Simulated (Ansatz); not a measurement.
Basis-set series for C3H11InO (`C[OH+][InH-]([CH3])[CH3]`). The species carries charge 0 and has multiplicity 1. In takes the def2 core potential. The structure was optimised at the PBE0-D4/def2-TZVP level. It is one conformer, not always the lowest.

```
functional       basis  functions  energy (Eh)  HOMO (eV)  LUMO (eV)
   PBE0-D4    def2-SVP        137   -385.88934      -6.59       0.19
   PBE0-D4  def2-TZVPP        328   -386.12576      -6.67      -0.20
   ωB97M-V    def2-SVP        137   -385.94136      -8.78       1.73
   ωB97M-V  def2-TZVPP        328   -386.19066      -8.86       1.04
```

(1) Give the rows for def2-QZVPP. (An estimate is asked.)

Answers

(1) Ansatz gave: 
```tsv
functional	basis	functions	energy (Eh)	HOMO (eV)	LUMO (eV)
PBE0-D4	def2-QZVPP	640	-386.13921	-6.69	-0.34
ωB97M-V	def2-QZVPP	640	-386.20407	-8.88	0.73
```

Positive LUMOs are unbound and depend on the basis.
